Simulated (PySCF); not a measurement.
Structure from 2D NMR

Compound of formula C6H10O2Si. Correlations simulated from computed shifts and the bond graph:

HSQC (one-bond C–H):
```csv
δH,δC
10.29,209.6
2.86,37.8
2.46,32.8
1.74,35.5
1.09,35.5
```

COSY cross peaks (H two or three bonds apart, from the bond graph; peaks can be absent where the dihedral angle is near 90°):
```csv
δH,δH
2.86,1.74
2.86,1.09
1.74,1.09
```

HMBC (two and three bonds, from the bond graph):
```csv
δH,δC
10.29,"37.8, 35.5, 28.5"
4.41,"209.6, 37.8, 35.5, 28.5"
2.86,"217.1, 209.6, 35.5, 32.8, 28.5"
2.46,"217.1, 37.8"
1.74,"217.1, 209.6, 37.8, 28.5"
1.09,"217.1, 209.6, 37.8, 28.5"
```

Carbons without hydrogens: δ 217.1, 28.5.

No solvent, one computed conformer, one averaged value for each set of equivalent atoms, no relativistic terms. Structure optimised with GFN2-xTB; NMR shieldings at PBE0/pcSseg-1/GIAO; PySCF 2.14.

Referencing at the same level of theory: TMS for ¹H (σ = 31.72 ppm), ¹³C (σ = 186.93 ppm).

Exchangeable hydrogens are left out of these lists.

Which molecule is this?

## Answers

`O=C(C)[C@@H]1C[C@@]1([SiH3])C=O`.

Mapped SMILES: `[CH3:1][C:2](=[O:3])[C@@H:4]1[CH2:5][C@@:6]1([SiH3:7])[CH:8]=[O:9]`. Each H is labelled by its parent atom. Ha(C5) is cis to C2 on the ring; Hb(C5) is trans to C2 on the ring.

- δC 217.1 is C2, a ketone carbonyl carbon.
- δC 209.6 is C8, an aldehyde carbonyl carbon (δH 10.29).
- δC 37.8 is C4, a three-membered-ring carbon (δH 2.86).
- δC 35.5 is C5, a three-membered-ring carbon (δH 1.09, 1.74).
- δC 32.8 is C1, a methyl carbon α to a carbonyl (δH 2.46).
- δC 28.5 is C6, a three-membered-ring carbon.
- HMBC from δH 10.29 reaches the proton-free carbon C6.
- HMBC from δH 4.41 reaches the proton-free carbon C6.
- HMBC from δH 2.86 reaches the proton-free carbons C2, C6.
- HMBC from δH 2.46 reaches the proton-free carbon C2.
- COSY links 2.86–1.74, 2.86–1.09, 1.74–1.09.

This is the structure that produced the data.

Shifts are as computed. Against solution values, carbons near 30 ppm lie about +3 ppm off and those near 130 ppm about +5 ppm. Of 1211 compounds with measured shifts, 218 miss one by over three times the rms of a fit or turn the order of signals round; such compounds aren't used in these exercises.
